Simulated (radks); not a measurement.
Question: Ne, configuration [Ne]. Calculated with a radial shooting solver on a logarithmic mesh with Libxc functionals: non-relativistic Kohn-Sham, LDA (Slater exchange, Perdew-Wang correlation), spin-polarised, spherical densities, point nucleus. Some entries of the table are withheld. Estimate them.

orbital,occ.,eigenvalue (eV),<1/r> (bohr^-1)
1s,2,(1),(2)
2s,2,(3),(4)
2p,6,(5),(6)

Answer: 
(1) 1s eigenvalue (eV): -824.6620
(2) 1s <1/r> (bohr^-1): 9.560
(3) 2s eigenvalue (eV): -35.9898
(4) 2s <1/r> (bohr^-1): 1.627
(5) 2p eigenvalue (eV): -13.5471
(6) 2p <1/r> (bohr^-1): 1.437
